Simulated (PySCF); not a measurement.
Excitation energy of O⁺ by level of theory

O⁺ [He] 2s2 2p3 (4S) → O⁺ [He] 2s2 2p2 3s1 (4P), as a difference of total energies. Computed with PySCF 2.14 in dyall-acv3z (15s9p4d2f, 76 functions), with no relativity, point nucleus. Correlated levels: valence: 1s2 frozen; valence and next inner shell: nothing frozen; virtual orbitals above 40 to 60 times the deepest correlated orbital energy dropped. The calculations carry no spin-orbit coupling.

```json
{"method": "UHF", "excitation energy (eV)": "22.754", "error (eV)": "-0.233"}
{"method": "LDA", "excitation energy (eV)": "23.232", "error (eV)": "+0.245"}
{"method": "PBE", "excitation energy (eV)": "22.923", "error (eV)": "-0.064"}
{"method": "PBE0", "excitation energy (eV)": "23.044", "error (eV)": "+0.057"}
{"method": "r2SCAN", "excitation energy (eV)": "23.422", "error (eV)": "+0.435"}
{"method": "CAM-B3LYP", "excitation energy (eV)": "23.026", "error (eV)": "+0.039"}
{"method": "B97-3", "excitation energy (eV)": "23.198", "error (eV)": "+0.211"}
{"method": "MN15", "excitation energy (eV)": "23.180", "error (eV)": "+0.193"}
{"method": "M06", "excitation energy (eV)": "23.674", "error (eV)": "+0.687"}
{"method": "MP2 (valence)", "excitation energy (eV)": "23.127", "error (eV)": "+0.140"}
{"method": "SCS-MP2 (valence)", "excitation energy (eV)": "22.918", "error (eV)": "-0.069"}
{"method": "MP2 (valence and next inner shell)", "excitation energy (eV)": "23.152", "error (eV)": "+0.165"}
{"method": "SCS-MP2 (valence and next inner shell)", "excitation energy (eV)": "22.932", "error (eV)": "-0.055"}
```

Reference: 22.987 eV (measured; NIST levels, between the centres of gravity of the two terms).

Errors of the correlated levels include the incompleteness of this basis and the frozen core.
